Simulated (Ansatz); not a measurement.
Sn₁₂O₂₀F₁₂H₆²⁺ (started as a model of: [(RSn)12O14(OH)6]2+, R = F). The state is a singlet with charge 2. Geometry r2SCAN-D4/def2-SVP; atoms count from 1.

Cartesian coordinates in Å:
```
Sn 0.280 -0.360 -3.375
Sn -1.009 2.442 -2.149
Sn -2.736 -0.388 -1.991
Sn 0.337 3.093 0.797
Sn -2.550 -1.638 1.062
Sn 2.492 -1.591 -1.254
Sn -0.337 -3.093 -0.797
Sn 2.550 1.638 -1.062
Sn -2.492 1.591 1.254
Sn -0.280 0.360 3.376
Sn 1.009 -2.442 2.149
Sn 2.736 0.388 1.991
O -0.795 0.389 -1.725
O 0.704 -2.082 -2.241
O 2.059 0.138 -2.366
O 0.850 2.767 -1.215
O -1.517 2.745 -0.128
O -2.126 -2.108 -0.942
O -3.137 0.090 0.020
O 2.126 2.108 0.942
O -0.704 2.082 2.241
O -0.850 -2.767 1.215
O -2.059 -0.138 2.366
O 1.517 -2.745 0.128
O 3.137 -0.090 -0.020
O 0.795 -0.389 1.725
O -0.050 1.660 -3.847
O -1.687 -1.022 -3.697
O -2.909 1.634 -2.535
O 0.050 -1.660 3.847
O 1.687 1.022 3.697
O 2.909 -1.634 2.535
F 0.982 -0.883 -5.071
F -1.348 4.184 -2.852
F -4.472 -0.933 -2.567
F 0.547 4.911 1.291
F -4.044 -2.608 1.711
F 3.973 -2.534 -1.970
F -0.547 -4.912 -1.291
F 4.044 2.608 -1.711
F -3.973 2.535 1.969
F -0.982 0.883 5.071
F 1.348 -4.184 2.852
F 4.472 0.933 2.567
H 0.159 2.121 -4.680
H -2.042 -1.485 -4.478
H -3.685 2.086 -2.915
H -0.160 -2.121 4.680
H 2.042 1.485 4.478
H 3.684 -2.086 2.915
```

In the def2 sets Sn takes a core potential; there is no spin–orbit coupling. Single mean-field runs in def2-SVP are fitted with def2-universal-jkfit.

(1) Estimate the Mulliken populations of the heavy atoms from the PBE0/def2-SVP orbitals of Ansatz.

(2) And the Mayer bond orders between heavy atoms (over 0.3, the first 40 of 66)?

Results:

(1) 
| atom | charge (e) |
| --- | --- |
| Sn1 | 1.48 |
| Sn2 | 1.48 |
| Sn3 | 1.48 |
| Sn4 | 1.50 |
| Sn5 | 1.50 |
| Sn6 | 1.50 |
| Sn7 | 1.50 |
| Sn8 | 1.50 |
| Sn9 | 1.50 |
| Sn10 | 1.48 |
| Sn11 | 1.48 |
| Sn12 | 1.48 |
| O13 | -0.77 |
| O14 | -0.74 |
| O15 | -0.74 |
| O16 | -0.74 |
| O17 | -0.74 |
| O18 | -0.74 |
| O19 | -0.74 |
| O20 | -0.74 |
| O21 | -0.74 |
| O22 | -0.74 |
| O23 | -0.74 |
| O24 | -0.74 |
| O25 | -0.74 |
| O26 | -0.77 |
| O27 | -0.54 |
| O28 | -0.54 |
| O29 | -0.54 |
| O30 | -0.54 |
| O31 | -0.54 |
| O32 | -0.54 |
| F33 | -0.34 |
| F34 | -0.34 |
| F35 | -0.34 |
| F36 | -0.32 |
| F37 | -0.32 |
| F38 | -0.32 |
| F39 | -0.32 |
| F40 | -0.32 |
| F41 | -0.32 |
| F42 | -0.34 |
| F43 | -0.34 |
| F44 | -0.34 |
Mulliken values depend strongly on the basis.

(2) Sn1–O13 0.54 (2.11 Å); Sn1–O14 0.51 (2.11 Å); Sn1–O15 0.51 (2.11 Å); Sn1–O27 0.53 (2.10 Å); Sn1–O28 0.53 (2.10 Å); Sn1–F33 1.04 (1.91 Å); Sn2–O13 0.54 (2.11 Å); Sn2–O16 0.51 (2.11 Å); Sn2–O17 0.51 (2.11 Å); Sn2–O27 0.53 (2.10 Å); Sn2–O29 0.53 (2.10 Å); Sn2–F34 1.04 (1.91 Å); Sn3–O13 0.54 (2.11 Å); Sn3–O18 0.51 (2.11 Å); Sn3–O19 0.51 (2.11 Å); Sn3–O28 0.53 (2.10 Å); Sn3–O29 0.53 (2.10 Å); Sn3–F35 1.04 (1.91 Å); Sn4–O16 0.58 (2.10 Å); Sn4–O17 0.58 (2.10 Å); Sn4–O20 0.64 (2.05 Å); Sn4–O21 0.64 (2.05 Å); Sn4–F36 1.06 (1.90 Å); Sn5–O18 0.58 (2.10 Å); Sn5–O19 0.58 (2.10 Å); Sn5–O22 0.64 (2.05 Å); Sn5–O23 0.64 (2.05 Å); Sn5–F37 1.06 (1.90 Å); Sn6–O14 0.58 (2.10 Å); Sn6–O15 0.58 (2.10 Å); Sn6–O24 0.64 (2.05 Å); Sn6–O25 0.64 (2.05 Å); Sn6–F38 1.06 (1.90 Å); Sn7–O14 0.64 (2.05 Å); Sn7–O18 0.64 (2.05 Å); Sn7–O22 0.58 (2.10 Å); Sn7–O24 0.58 (2.10 Å); Sn7–F39 1.06 (1.90 Å); Sn8–O15 0.64 (2.05 Å); Sn8–O16 0.64 (2.05 Å).
